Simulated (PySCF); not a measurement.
## From computed data to an observable: chemical shift, span and skew from a shielding tensor

Ga(F)(Me)(vinyl) (C₃H₆FGa), SMILES C=[CH][Ga]([CH3])[F]. Atoms are numbered in the order given.

```xyz
11

Ga     0.0788     0.2635     0.1184
F      1.1549     1.6514    -0.0936
C     -1.1013     0.3689     1.6678
H     -1.7581    -0.5087     1.7597
H     -1.7274     1.2724     1.5958
H     -0.4996     0.4568     2.5863
C      0.2574    -1.1215    -1.2280
C     -0.5120    -2.2184    -1.1763
H      0.9823    -1.0313    -2.0467
H     -0.4425    -3.0240    -1.9191
H     -1.2567    -2.3698    -0.3837
```

The structure is a stationary point at ωB97X-D3(BJ)/def2-SVP. The structure was generated by enumeration; whether it is a known compound was not checked. The values are those of a single conformer.

GIAO shieldings from B3LYP/pcSseg-1 in PySCF, non-relativistic, no solvent. The symmetric part of the tensor of F2 has the principal values 112.0, 321.9, 422.3 ppm. The same nucleus in CFCl3 has σ = 161.7 ppm at this level (PySCF, at its B3LYP-D3(BJ)/def2-TZVP geometry).

Problem. Work out the isotropic shielding, the ¹⁹F shift against CFCl3, the span and the skew.

Solution. 
σ(iso) = (σ11 + σ22 + σ33)/3 = 285.4 ppm. δ = σ(ref) − σ(iso) = 161.7 − (285.4) = -123.7 ppm.
Span Ω = σ33 − σ11 = 310.3 ppm. Skew κ = 3(σ(iso) − σ22)/Ω = -0.35. Tumbling in solution averages the tensor to δ; in a static solid the shielding alone would spread this spin-1/2 line over Ω.
